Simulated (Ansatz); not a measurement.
`[Cl][Ti]([Cl])([Cl])[Cl]` + H₂O → `[OH][Ti]([Cl])([Cl])[Cl]` + HCl at 600 K and 1 bar (formal hydrolysis of a Ti–Cl bond).

Computed with Ansatz on PBE0-D4/def2-TZVP structures; ΔE is electronic, products minus reactants. CCSD(T)/CBS is the MP2 limit (def2-TZVPP, def2-QZVPP) plus CCSD(T) − MP2 in def2-TZVPP, frozen cores. This one scheme is used for every species. For Ti outer-core shells are correlated without core-valence functions, which leaves a few kJ/mol of doubt a bond. Scalar relativity is left out up to krypton. One conformer a species, not always the lowest.

| species | CCSD(T)/CBS energy (Eh) | H − E (kJ/mol) | S (J/(mol·K)) |
| --- | --- | --- | --- |
| `[Cl][Ti]([Cl])([Cl])[Cl]` | -2688.29434 | 67.2 | 423.3 |
| H₂O | -76.37941 | 76.8 | 212.8 |
| `[OH][Ti]([Cl])([Cl])[Cl]` | -2304.28409 | 102.0 | 464.6 |
| HCl | -460.38127 | 35.4 | 207.2 |

H − E and S are ideal-gas, rigid-rotor, harmonic terms from PBE0-D4/def2-TZVP, for one conformer and one mirror image of each species. 1 Eh = 2625.50 kJ/mol, R = 8.31446 J/(mol·K).

Question: By hand: ΔE, ΔH, ΔS and ΔG.

Answer: ΔE = (-2304.28409) + (-460.38127) − (-2688.29434) − (-76.37941) = 0.00839 Eh = 22.0 kJ/mol. Δ(H − E) = 102.0 + 35.4 − 67.2 − 76.8 = -6.6, so ΔH = 15.4 kJ/mol. ΔS = 464.6 + 207.2 − 423.3 − 212.8 = 35.7 J/(mol·K). ΔG = 15.4 − 600 × (35.7)/1000 = -6.0 kJ/mol.

Question: By hand: the equilibrium constant, and the temperature at which ΔG would vanish if ΔH and ΔS stayed fixed.

Answer: log₁₀ K = −ΔG/(RT ln 10) = 0.5. ΔG = 0 at ΔH/ΔS = 431 K.

TΔS isn't small against ΔH here. A doubt of 5 kJ/mol in ΔE shifts log₁₀ K by 0.4 here. Other conformers and mirror images would add mixing entropy, several J/(mol·K) or more a flexible species. These are equilibria of isolated gas molecules and say nothing of rates. Largest T1 diagnostic: 0.025 (customary marks: 0.02 for closed shells, 0.045 for open ones).
